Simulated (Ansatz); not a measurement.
Reaction (redistribution): `[Cl][Zr]([Cl])([Br])[Br]` + `[SH][Ge][Cl]` → `[Cl][Zr]([Cl])([Cl])[Br]` + `[SH][Ge][Br]`

Gas-phase electronic energies from Ansatz, PBE0-D4/def2-TZVP geometries. CCSD(T)/CBS is the MP2 limit (def2-TZVPP, def2-QZVPP) plus CCSD(T) − MP2 in def2-TZVPP, frozen cores. Functionals use def2-TZVPP. Elements past krypton have def2 core potentials. For Br, Ge, Zr outer-core shells are correlated without core-valence functions, which leaves a few kJ/mol of doubt a bond. Scalar relativity is left out up to krypton. Each species was taken in one conformer, which may not be the lowest.

`[Cl][Zr]([Cl])([Br])[Br]`:

```xyz
5

Cl    1.683    0.042   -1.616
Zr   -0.005    0.005   -0.034
Cl   -2.041    0.345   -1.078
Br   -0.018   -2.187    1.104
Br    0.380    1.795    1.623
```

`[SH][Ge][Cl]`:

```xyz
4

S     0.974    1.031   -0.361
Ge   -0.321   -0.587   -1.207
Cl   -1.258   -1.298    0.649
H     0.606    0.854    0.919
```

`[Cl][Zr]([Cl])([Cl])[Br]`:

```xyz
5

Cl   -0.415   -1.752   -1.471
Zr   -0.028    0.001   -0.010
Cl   -0.373    2.009   -1.109
Cl   -1.485   -0.155    1.782
Br    2.302   -0.104    0.808
```

`[SH][Ge][Br]`:

Cartesian coordinates in Å:
```
S 0.887 -1.200 -0.005
Ge -1.244 -0.576 -0.276
Br -1.027 1.749 0.051
H 1.384 0.027 0.230
```

```tsv
level	ΔE (kJ/mol)
BLYP-D4	-11.2
r2SCANh	-9.9
LC-ωPBE	-9.9
MP2/def2-SVP	-10.3
```

Q: What does CCSD(T)/CBS give? (Best estimate.)

A: The calculation gave: -6.9 kJ/mol. The listed levels differ from it by -4.3, -3.0, -3.0, -3.4 kJ/mol.

Largest T1 diagnostic among the species: 0.014.

Leaving LDA and LC-ωPBE aside and taking each functional with its dispersion term where it has one, the values, not all of them listed here, spread over 3.9 kJ/mol, from BLYP-D4 to PBE-QIDH. In def2-TZVPP, CCSD(T) changes the Hartree–Fock value by +3.8 kJ/mol (the triples alone add +0.5 kJ/mol) and MP2 by +5.7 kJ/mol. At CCSD(T), def2-SVP lies −5.3 kJ/mol from the extrapolated value and def2-TZVPP +0.9 kJ/mol.
